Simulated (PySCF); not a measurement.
Simulation results for GeH3NSi, ClGeH2NSi, CH9BGeSi, C2H8GeSi and others

Calculation on a computer-drawn molecule: the log of a Hartree-Fock and frozen-core CCSD(T) single point meant for a local Hartree-Fock minimum, with one planted fault or none, to be diagnosed. Offsets are logged minus clean, where the clean run is the same molecule without the fault. The reference is restricted for singlets and unrestricted otherwise, and also for a bond in bohr or an excited solution. Adding or removing an electron swaps singlet and doublet. The excited solution moves the top pair (singlet) or top alpha electron (doublet) to the lowest empty orbital. Highest occupied and lowest empty are orbital energies over both spins, largest force is the largest gradient component, triples share is (T) over the correlation energy, the T1 limit is 0.02 restricted and 0.045 unrestricted, electrons count all cores, a negative frequency is imaginary (commonest isotopes), and the dipole is about the centre of nuclear charge; on germanium a core potential holds 10 electrons, which the energies leave out, and 3d is frozen in MP2 and coupled-cluster steps. Program: PySCF 2.14.0.

Common to all runs: meant charge 0; meant multiplicity 1; meant basis cc-pV(D+d)Z; meant basis and core potential on germanium cc-pVDZ-PP ECP10MDF; logged SCF converged yes; possible faults no fault, one electron removed, one electron added, multiplicity raised by two, geometry at a saddle point, SCF held on an excited solution, minimal basis STO-3G, one bond length entered in bohr, all coordinates scaled.

```json
{"entry": 1, "formula": "GeH3NSi", "logged_structure": {"atoms_angstrom": [["Si", 1.1774, 0.0165, 0.0], ["N", -0.3509, -0.3582, 0.0], ["Ge", -1.9176, 0.6115, 0.0], ["H", 2.2362, -1.0068, 0.0], ["H", 1.7735, 1.3707, 0.0], ["H", -2.9187, -0.6337, 0.0]]}, "given": {"logged_electrons": 56, "logged_basis_functions": 75, "logged_spin_squared": 0.0, "logged_highest_occupied [eV]": -7.9698, "logged_lowest_empty [eV]": 0.6433, "logged_largest_force [hartree/bohr]": 3.1688e-05, "logged_lowest_frequency [cm^-1]": -269.41, "logged_T1_diagnostic": 0.018217, "logged_D1_diagnostic": 0.049244, "logged_triples_share": 0.036114, "logged_CC_converged": "yes", "logged_dipole_magnitude [debye]": 3.2318, "logged_SCF_stable_within_its_kind": "yes", "logged_energy_HF [hartree]": -638.4515, "logged_energy_CCSD(T) [hartree]": -638.8375, "drawn_bonds_atom": [1, 2, 1, 1, 3], "drawn_bonds_other_atom": [2, 3, 4, 5, 6], "drawn_bonds_order": [2, 1, 1, 1, 1]}, "results": {"planted_fault": "geometry at a saddle point", "HF_energy_offset_from_clean_run [kcal/mol]": 6.856, "CCSD(T)_energy_offset_from_clean_run [kcal/mol]": 9.711}}
{"entry": 2, "formula": "GeH3NSi", "logged_structure": {"atoms_angstrom": [["Si", 1.1799, 0.8852, -1.7945], ["N", 0.4931, 1.5005, -0.535], ["Ge", -0.1042, 2.1996, 1.0145], ["H", 1.8017, 1.6782, -2.8686], ["H", 1.2803, -0.5602, -2.0593], ["H", -1.6249, 2.389, 0.5601]]}, "given": {"logged_electrons": 56, "logged_basis_functions": 75, "logged_spin_squared": 2.0166, "logged_highest_occupied [eV]": -6.4335, "logged_lowest_empty [eV]": 0.015001, "logged_largest_force [hartree/bohr]": 0.026283, "logged_T1_diagnostic": 0.022393, "logged_D1_diagnostic": 0.075297, "logged_triples_share": 0.036362, "logged_CC_converged": "yes", "logged_dipole_magnitude [debye]": 2.345, "logged_SCF_stable_within_its_kind": "yes", "logged_energy_HF [hartree]": -638.40096, "logged_energy_CCSD(T) [hartree]": -638.76993, "drawn_bonds_atom": [1, 2, 1, 1, 3], "drawn_bonds_other_atom": [2, 3, 4, 5, 6], "drawn_bonds_order": [2, 1, 1, 1, 1]}, "results": {"planted_fault": "multiplicity raised by two", "HF_energy_offset_from_clean_run [kcal/mol]": 38.57, "CCSD(T)_energy_offset_from_clean_run [kcal/mol]": 52.11}}
{"entry": 3, "formula": "ClGeH2NSi", "logged_structure": {"atoms_angstrom": [["Si", -1.7097, -0.2484, 0.5679], ["N", -0.4329, -2.0084, -1.4309], ["Ge", 0.3474, -3.1022, -2.6043], ["Cl", -0.0982, -1.9723, -4.5093], ["H", -3.1062, -0.3815, 1.0117], ["H", -1.0171, 0.8477, 1.2635]]}, "given": {"logged_electrons": 72, "logged_basis_functions": 93, "logged_spin_squared": 1.8917, "logged_highest_occupied [eV]": -8.4148, "logged_lowest_empty [eV]": -0.38828, "logged_largest_force [hartree/bohr]": 0.042956, "logged_dipole_magnitude [debye]": 2.6722, "logged_SCF_stable_within_its_kind": "yes", "logged_energy_HF [hartree]": -1097.28428, "drawn_bonds_atom": [1, 2, 3, 1, 1], "drawn_bonds_other_atom": [2, 3, 4, 5, 6], "drawn_bonds_order": [2, 1, 1, 1, 1]}, "results": {"planted_fault": "one bond length entered in bohr, row 1 of the drawn bonds", "HF_energy_offset_from_clean_run [kcal/mol]": 113.3}, "notes": ["coupled-cluster numbers left out as unreliable"]}
{"entry": 4, "formula": "CH9BGeSi", "logged_structure": {"atoms_angstrom": [["Si", -1.3505, -0.9596, 0.4434], ["C", -0.8673, 0.8368, 0.0485], ["B", -0.4031, 0.9881, -1.4325], ["Ge", -1.6707, 1.5491, -3.0031], ["H", -0.1942, -1.8659, 0.2554], ["H", -2.4552, -1.4141, -0.4336], ["H", -1.7982, -1.0365, 1.8522], ["H", -0.0651, 1.0669, 0.7592], ["H", -1.7496, 1.4345, 0.2988], ["H", 0.7391, 0.7351, -1.7137], ["H", -3.1286, 1.7547, -2.5587], ["H", -1.1853, 2.8715, -3.6214], ["H", -1.6679, 0.4972, -4.1241]]}, "given": {"logged_electrons": 66, "logged_basis_functions": 119, "logged_spin_squared": 2.0127, "logged_highest_occupied [eV]": -6.7314, "logged_lowest_empty [eV]": -1.6805, "logged_largest_force [hartree/bohr]": 0.042844, "logged_T1_diagnostic": 0.016895, "logged_D1_diagnostic": 0.088951, "logged_triples_share": 0.027906, "logged_CC_converged": "yes", "logged_dipole_magnitude [debye]": 2.2994, "logged_SCF_stable_within_its_kind": "yes", "logged_energy_HF [hartree]": -649.94906, "logged_energy_CCSD(T) [hartree]": -650.46277, "drawn_bonds_atom": [1, 2, 3, 1, 1, 1, 2, 2, 3, 4, 4, 4], "drawn_bonds_other_atom": [2, 3, 4, 5, 6, 7, 8, 9, 10, 11, 12, 13], "drawn_bonds_order": [1, 1, 1, 1, 1, 1, 1, 1, 1, 1, 1, 1]}, "results": {"planted_fault": "multiplicity raised by two", "HF_energy_offset_from_clean_run [kcal/mol]": 86.22, "CCSD(T)_energy_offset_from_clean_run [kcal/mol]": 90.13}}
{"entry": 5, "formula": "CH9BGeSi", "logged_structure": {"atoms_angstrom": [["Si", -1.3505, -0.9596, 0.4434], ["C", -0.8673, 0.8368, 0.0485], ["B", -0.4031, 0.9881, -1.4325], ["Ge", -1.6707, 1.5491, -3.0031], ["H", -0.1942, -1.8659, 0.2554], ["H", -2.4552, -1.4141, -0.4336], ["H", -1.7982, -1.0365, 1.8522], ["H", -0.0651, 1.0669, 0.7592], ["H", -1.7496, 1.4345, 0.2988], ["H", 0.7391, 0.7351, -1.7137], ["H", -3.1286, 1.7547, -2.5587], ["H", -1.1853, 2.8715, -3.6214], ["H", -1.6679, 0.4972, -4.1241]]}, "given": {"logged_electrons": 66, "logged_basis_functions": 119, "logged_spin_squared": 0.0, "logged_highest_occupied [eV]": -4.9594, "logged_lowest_empty [eV]": -3.7271, "logged_largest_force [hartree/bohr]": 0.078569, "logged_CC_converged": "no", "logged_dipole_magnitude [debye]": 3.5623, "logged_SCF_stable_within_its_kind": "no", "logged_energy_HF [hartree]": -649.67429, "drawn_bonds_atom": [1, 2, 3, 1, 1, 1, 2, 2, 3, 4, 4, 4], "drawn_bonds_other_atom": [2, 3, 4, 5, 6, 7, 8, 9, 10, 11, 12, 13], "drawn_bonds_order": [1, 1, 1, 1, 1, 1, 1, 1, 1, 1, 1, 1]}, "results": {"planted_fault": "SCF held on an excited solution", "HF_energy_offset_from_clean_run [kcal/mol]": 258.6}, "notes": ["CCSD not converged"]}
{"entry": 6, "formula": "C2H8GeSi", "logged_structure": {"atoms_angstrom": [["Si", -0.7268, 1.8538, -1.0443], ["C", -0.0573, 0.8136, 0.3936], ["C", 1.3864, 1.1146, 0.7031], ["Ge", 2.0493, 1.9159, 2.1337], ["H", -0.8224, 4.5578, -0.3231], ["H", 0.1468, 1.7041, -2.2333], ["H", -2.0964, 1.4059, -1.4052], ["H", -0.6996, 0.9875, 1.2621], ["H", -0.1774, -0.2434, 0.1269], ["H", 2.1052, 0.8217, -0.0566], ["H", 3.5344, 2.1867, 2.2764], ["H", 1.1836, 2.3896, 3.2883]]}, "given": {"logged_electrons": 66, "logged_basis_functions": 114, "logged_spin_squared": 1.2138, "logged_highest_occupied [eV]": -7.6741, "logged_lowest_empty [eV]": 1.8586, "logged_largest_force [hartree/bohr]": 0.02452, "logged_T1_diagnostic": 0.067472, "logged_D1_diagnostic": 0.25548, "logged_triples_share": 0.039163, "logged_CC_converged": "yes", "logged_dipole_magnitude [debye]": 0.88248, "logged_SCF_stable_within_its_kind": "yes", "logged_energy_HF [hartree]": -662.52596, "logged_energy_CCSD(T) [hartree]": -663.07981, "drawn_bonds_atom": [1, 2, 3, 1, 1, 1, 2, 2, 3, 4, 4], "drawn_bonds_other_atom": [2, 3, 4, 5, 6, 7, 8, 9, 10, 11, 12], "drawn_bonds_order": [1, 1, 2, 1, 1, 1, 1, 1, 1, 1, 1]}, "results": {"planted_fault": "one bond length entered in bohr, row 4 of the drawn bonds", "HF_energy_offset_from_clean_run [kcal/mol]": 68.53, "CCSD(T)_energy_offset_from_clean_run [kcal/mol]": 77.61}, "notes": ["T1 above single-reference limit"]}
{"entry": 7, "formula": "C2H8GeSi", "logged_structure": {"atoms_angstrom": [["Si", -0.7268, 1.8538, -1.0443], ["C", -0.0573, 0.8136, 0.3936], ["C", 1.3864, 1.1146, 0.7031], ["Ge", 2.0493, 1.9159, 2.1337], ["H", -0.7774, 3.2847, -0.6626], ["H", 0.1468, 1.7041, -2.2333], ["H", -2.0964, 1.4059, -1.4052], ["H", -0.6996, 0.9875, 1.2621], ["H", -0.1774, -0.2434, 0.1269], ["H", 2.1052, 0.8217, -0.0566], ["H", 3.5344, 2.1867, 2.2764], ["H", 1.1836, 2.3896, 3.2883]]}, "given": {"logged_electrons": 65, "logged_basis_functions": 114, "logged_spin_squared": 0.7583, "logged_highest_occupied [eV]": -15.162, "logged_lowest_empty [eV]": -5.9114, "logged_largest_force [hartree/bohr]": 0.051201, "logged_T1_diagnostic": 0.020266, "logged_D1_diagnostic": 0.10801, "logged_triples_share": 0.029058, "logged_CC_converged": "yes", "logged_dipole_magnitude [debye]": 3.4068, "logged_SCF_stable_within_its_kind": "yes", "logged_energy_HF [hartree]": -662.39222, "logged_energy_CCSD(T) [hartree]": -662.91383, "drawn_bonds_atom": [1, 2, 3, 1, 1, 1, 2, 2, 3, 4, 4], "drawn_bonds_other_atom": [2, 3, 4, 5, 6, 7, 8, 9, 10, 11, 12], "drawn_bonds_order": [1, 1, 2, 1, 1, 1, 1, 1, 1, 1, 1]}, "results": {"planted_fault": "one electron removed", "HF_energy_offset_from_clean_run [kcal/mol]": 152.5, "CCSD(T)_energy_offset_from_clean_run [kcal/mol]": 181.8}}
{"entry": 8, "formula": "C2H8GeSi", "logged_structure": {"atoms_angstrom": [["Si", -0.7268, 1.8538, -1.0443], ["C", -0.0573, 0.8136, 0.3936], ["C", 1.3864, 1.1146, 0.7031], ["Ge", 2.0493, 1.9159, 2.1337], ["H", -0.7774, 3.2847, -0.6626], ["H", 0.1468, 1.7041, -2.2333], ["H", -2.0964, 1.4059, -1.4052], ["H", -0.6996, 0.9875, 1.2621], ["H", -0.1774, -0.2434, 0.1269], ["H", 2.1052, 0.8217, -0.0566], ["H", 3.5344, 2.1867, 2.2764], ["H", 1.1836, 2.3896, 3.2883]]}, "given": {"logged_electrons": 66, "logged_basis_functions": 114, "logged_spin_squared": 2.0288, "logged_highest_occupied [eV]": -5.9227, "logged_lowest_empty [eV]": 0.85428, "logged_largest_force [hartree/bohr]": 0.093672, "logged_T1_diagnostic": 0.013201, "logged_D1_diagnostic": 0.055874, "logged_triples_share": 0.027166, "logged_CC_converged": "yes", "logged_dipole_magnitude [debye]": 1.2514, "logged_SCF_stable_within_its_kind": "yes", "logged_energy_HF [hartree]": -662.58253, "logged_energy_CCSD(T) [hartree]": -663.11046, "drawn_bonds_atom": [1, 2, 3, 1, 1, 1, 2, 2, 3, 4, 4], "drawn_bonds_other_atom": [2, 3, 4, 5, 6, 7, 8, 9, 10, 11, 12], "drawn_bonds_order": [1, 1, 2, 1, 1, 1, 1, 1, 1, 1, 1]}, "results": {"planted_fault": "multiplicity raised by two", "HF_energy_offset_from_clean_run [kcal/mol]": 33.03, "CCSD(T)_energy_offset_from_clean_run [kcal/mol]": 58.37}}
{"entry": 9, "formula": "CH7GeNSi", "logged_structure": {"atoms_angstrom": [["Si", 0.8449, -0.6177, 2.0082], ["C", -0.3742, -0.7242, 0.5589], ["N", -0.1234, 0.3752, -0.3454], ["Ge", 0.4621, 0.2527, -1.9141], ["H", 0.7328, 0.69, 2.6917], ["H", 0.5698, -1.698, 2.9928], ["H", 2.2306, -0.785, 1.5036], ["H", -1.3854, -0.6265, 0.9727], ["H", -0.3182, -1.7281, 0.1115], ["H", 0.7926, -1.0441, -2.6527], ["H", 0.7058, 1.5278, -2.6941]]}, "given": {"logged_electrons": 66, "logged_basis_functions": 109, "logged_spin_squared": 0.0, "logged_highest_occupied [eV]": -3.7935, "logged_lowest_empty [eV]": -2.9493, "logged_largest_force [hartree/bohr]": 0.25299, "logged_CC_converged": "no", "logged_dipole_magnitude [debye]": 6.5889, "logged_SCF_stable_within_its_kind": "no", "logged_energy_HF [hartree]": -678.26993, "drawn_bonds_atom": [1, 2, 3, 1, 1, 1, 2, 2, 4, 4], "drawn_bonds_other_atom": [2, 3, 4, 5, 6, 7, 8, 9, 10, 11], "drawn_bonds_order": [1, 1, 2, 1, 1, 1, 1, 1, 1, 1]}, "results": {"planted_fault": "SCF held on an excited solution", "HF_energy_offset_from_clean_run [kcal/mol]": 220.4}, "notes": ["CCSD not converged"]}
{"entry": 10, "formula": "CH7GeNSi", "logged_structure": {"atoms_angstrom": [["Si", 0.8449, -0.6177, 2.0082], ["C", -0.3742, -0.7242, 0.5589], ["N", -0.1234, 0.3752, -0.3454], ["Ge", 0.4621, 0.2527, -1.9141], ["H", 0.7328, 0.69, 2.6917], ["H", 0.5698, -1.698, 2.9928], ["H", 2.2306, -0.785, 1.5036], ["H", -1.3854, -0.6265, 0.9726], ["H", -0.3182, -1.7281, 0.1115], ["H", 0.7926, -1.0441, -2.6527], ["H", 0.7058, 1.5278, -2.6941]]}, "given": {"logged_electrons": 66, "logged_basis_functions": 109, "logged_spin_squared": 2.029, "logged_highest_occupied [eV]": -6.5549, "logged_lowest_empty [eV]": 0.52739, "logged_largest_force [hartree/bohr]": 0.13541, "logged_T1_diagnostic": 0.018783, "logged_D1_diagnostic": 0.10022, "logged_triples_share": 0.027539, "logged_CC_converged": "yes", "logged_dipole_magnitude [debye]": 1.4971, "logged_SCF_stable_within_its_kind": "yes", "logged_energy_HF [hartree]": -678.57052, "logged_energy_CCSD(T) [hartree]": -679.11181, "drawn_bonds_atom": [1, 2, 3, 1, 1, 1, 2, 2, 4, 4], "drawn_bonds_other_atom": [2, 3, 4, 5, 6, 7, 8, 9, 10, 11], "drawn_bonds_order": [1, 1, 2, 1, 1, 1, 1, 1, 1, 1]}, "results": {"planted_fault": "multiplicity raised by two", "HF_energy_offset_from_clean_run [kcal/mol]": 31.75, "CCSD(T)_energy_offset_from_clean_run [kcal/mol]": 63.72}}
```
